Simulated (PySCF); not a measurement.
Molecule: SMILES BC[c+]1cc1, [C$_{4}$H$_{6}$B]+.

Cartesian coordinates in Å; atom numbers follow the order of the lines, from 1:
```xyz
11

B    -1.6374    0.5202    0.6490
C    -0.8247   -0.1386   -0.5617
C     0.5869   -0.2194   -0.2917
C     1.6733   -0.8887    0.2318
C     1.8396    0.3573   -0.2657
H    -1.0847    0.9361    1.6329
H    -2.8268    0.5787    0.5022
H    -1.2725   -1.1303   -0.7444
H    -1.0406    0.5097   -1.4303
H     2.1028   -1.7769    0.7008
H     2.4998    1.1992   -0.4859
```

Total charge +1.

Geometry PBE0-D3(BJ)/def2-SVP throughout; GIAO in PySCF, gas phase, one conformer, non-relativistic; equivalent atoms averaged; basis pcSseg-2.

(1) How do the absolute shieldings σ depend on the functional? (ppm; last column core-seconds on shared hosts with different chips, so compare them loosely; the GGAs took longer than the global hybrids here, which isn't the general rule, and the cause wasn't traced)

(2) Which nucleus moves most, in ppm?

Answers

(1) 
```csv
functional,kind,B1,C3,C4/C5,C2,H10/H11,H6/H7,H8/H9,core-s
HF,Hartree–Fock,35.6,2.4,24.4,163.2,21.52,24.78,27.71,13
LDA,LDA,-8.6,-23.7,-3.7,134.0,20.56,22.71,26.01,29
PBE,GGA,2.6,-16.2,3.8,137.4,21.09,23.49,26.59,38
BLYP,GGA,1.8,-20.5,1.1,134.2,21.35,23.87,26.91,37
BP86,GGA,5.2,-15.3,4.6,137.8,21.16,23.61,26.69,36
OPBE,GGA,15.2,-3.6,14.3,144.8,21.13,23.69,26.59,36
KT2,GGA,14.2,0.7,19.0,142.7,21.26,23.69,26.66,36
KT3,GGA,18.5,1.3,20.0,143.8,21.46,24.13,26.90,36
B97-D,GGA,15.2,-8.2,11.6,140.8,21.41,24.12,26.96,36
B3LYP,global hybrid,8.0,-17.6,4.5,141.1,21.29,23.99,27.01,23
PBE0,global hybrid,11.0,-12.4,8.3,145.8,21.08,23.72,26.80,23
mPW1PW91,global hybrid,12.0,-12.9,8.0,145.6,21.14,23.84,26.87,22
WP04,global hybrid,12.7,-21.7,0.0,137.2,21.70,25.08,27.39,26
B97-2,global hybrid,17.4,-7.9,12.5,146.9,21.27,24.07,26.98,21
BHandHLYP,global hybrid,17.3,-11.7,10.8,149.9,21.29,24.24,27.22,21
CAM-B3LYP,range-separated hybrid,6.0,-19.6,3.8,145.2,21.13,23.84,26.98,31
wB97X-D,range-separated hybrid,17.2,-14.8,7.3,148.4,21.15,24.08,27.03,32
LC-wPBE,range-separated hybrid,6.9,-19.0,3.8,151.7,21.01,23.74,26.96,41
```

(2) B1 (boron bonded to C, 2 H): from -8.6 ppm with LDA to 35.6 ppm with HF. The smallest spread is 1.14 ppm, at H10/H11. Proton shifts span only some 12 ppm, so a few tenths of a ppm matter as much there as several ppm in carbon.
